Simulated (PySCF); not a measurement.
Two species compared at the same levels of theory.

First species: C6H6F2Si.
SMILES with atom numbers: `[CH:1]#[C:2][Si@:3]1([F:4])[CH2:5][CH:6]=[C:7]1[CH2:8][F:9]` (hydrogens: H10 on C1; H11, H12 on C5; H13 on C6; H14, H15 on C8)

Second species: C8H11OP.
SMILES: `c1(c(C)cpcc1OC)C`

Levels: PBE0/pcSseg-1 for dipole moment, HOMO energy, LUMO energy and HOMO–LUMO gap; GFN2-xTB for rotational constant A and rotational constant C. Geometries: GFN2-xTB. All species are isolated and taken at one optimised geometry, non-relativistic unless stated; the electronic structure was computed with PySCF and density fitting.

The conformers computed, where there is a choice (atom-mapped SMILES and torsion angles):
- `[CH:1]#[C:2][Si@:3]1([F:4])[CH2:5][CH:6]=[C:7]1[CH2:8][F:9]`: C6–C7–C8–F9 -138°
- `[CH3:1][O:2][c:3]1[cH:4][p:5][cH:6][c:7]([CH3:8])[c:9]1[CH3:10]`: C1–O2–C3–C4 0°

```tsv
property	column X	column Y
dipole moment	2.17 D	1.94 D
HOMO energy	-7.85 eV	-6.42 eV
LUMO energy	-0.90 eV	-1.19 eV
HOMO–LUMO gap	6.95 eV	5.23 eV
rotational constant A	1.571 GHz	1.490 GHz
rotational constant C	0.861 GHz	0.631 GHz
```

Which column belongs to which species?

Column X is the first species and column Y the second. The first has 15 atoms and 74 electrons, the second 21 and 82.

How does each property change from the first species to the second?

dipole moment -0.23 D; HOMO energy +1.43 eV; LUMO energy -0.29 eV; HOMO–LUMO gap -1.72 eV; rotational constant A -0.081 GHz; rotational constant C -0.230 GHz.

On the first: The dipole matches unit charges of opposite sign 0.45 Å apart (1 e·Å = 4.8032 D).

On the second: The dipole equals about 6.5 × 10⁻³⁰ C·m (1 D = 3.33564 × 10⁻³⁰ C·m). A dipole of 1.94 D is allowed in Cs, and pure rotational transitions are dipole-allowed.
